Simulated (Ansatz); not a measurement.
CaSi₂. Charge 0, multiplicity 1. Geometry PBE-D4/def2-TZVP, basis def2-TZVP, Ansatz.

```
atom   x (Å)   y (Å)   z (Å)
 Ca1  -0.229   0.827  -1.427
 Si2  -0.616  -1.154   0.401
 Si3   0.844   0.328   1.026
```

```tsv
run	HOMO (eV)	LUMO (eV)
A	-4.27	-3.02
B	-4.76	-2.63
C	-4.88	-2.42
D	-4.12	-2.87
E	-4.47	-2.51
F	-4.18	-2.64
```

B3LYP takes the VWN-RPA correlation. The structure comes from a short search, and lower isomers may exist.

Task: The runs used B3LYP, LDA (SPW92), PBE, PBE0, r2SCAN, r2SCANh. Estimate which is which.

Result: A LDA (SPW92) (0 % exact exchange); B B3LYP (20 % exact exchange); C PBE0 (25 % exact exchange); D PBE (0 % exact exchange); E r2SCANh (10 % exact exchange); F r2SCAN (0 % exact exchange). Exact exchange lowers occupied and raises empty levels; among semilocal functionals meta-GGAs tend to open the gap a little, and such runs are hard to tell apart. The gap grows from 1.25 eV (PBE) to 2.45 eV (PBE0).
